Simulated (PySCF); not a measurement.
The multiplicity is imposed and other spin states were not computed.

Cartesian coordinates (Å):
```xyz
17

Ru    -0.1026    -0.4598     0.4425
N      1.9019    -1.2317     0.3075
H      1.9186    -2.2431     0.0792
H      2.4102    -1.1781     1.2096
H      2.5552    -0.8082    -0.3761
N     -2.1511     0.1151     0.7671
H     -2.3464     0.3251     1.7636
H     -2.8182    -0.6466     0.5442
H     -2.5260     0.9361     0.2583
N      0.5623     1.4807     0.6254
H      0.7266     1.7386     1.6188
H     -0.0920     2.2030     0.2724
H      1.4620     1.6802     0.1509
N     -0.3355    -0.4642    -1.6037
H      0.5257    -0.2587    -2.1429
H     -1.0420     0.2033    -1.9639
H     -0.6486    -1.3917    -1.9530
```
Charge +2, spin multiplicity 1.

Give the HOMO–LUMO gap, total energy and HOMO at the level TPSSh-D3(BJ)/def2-TZVP // PBE-D3(BJ)/def2-SVP (PySCF).


The HOMO–LUMO gap is 2.96 eV and the total energy is -320.7242 Ha. The HOMO is -13.98 eV.
